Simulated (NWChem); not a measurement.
Species: H₂BO₃ anion

```xyz
6

O      0.0057    -1.4881     0.0000
B      0.0008    -0.2076     0.0000
O     -1.2148     0.6019    -0.0003
O      1.2101     0.6112     0.0003
H     -1.0478     1.5482     0.0179
H      1.0360     1.5562    -0.0180
```
Atoms are numbered in this order, from 1.

Computed with NWChem. Sets without diffuse functions describe the anion's extra electron poorly. Geometry: optimised at B3LYP/def2-SVPD. The highest occupied level is positive, so the extra electron may be held by the finite basis. B3LYP is NWChem's, with the RPA form of VWN correlation. Atomic charges in e: unrestrained fits to the electrostatic potential beside Mulliken populations; buried atoms are poorly determined by the fit.

**Question.** Estimate the computed values for B3LYP/def2-SVP. Quantities: ESP O1; Mulliken O1; ESP B2; Mulliken B2; ESP O3; Mulliken O3; ESP O4; Mulliken O4; relative RMS misfit of the potential (%).

**Answer.** 
- ESP O1: -0.88
- Mulliken O1: -0.39
- ESP B2: 0.82
- Mulliken B2: -0.17
- ESP O3: -0.80
- Mulliken O3: -0.30
- ESP O4: -0.80
- Mulliken O4: -0.30
- relative RMS misfit of the potential (%): 2
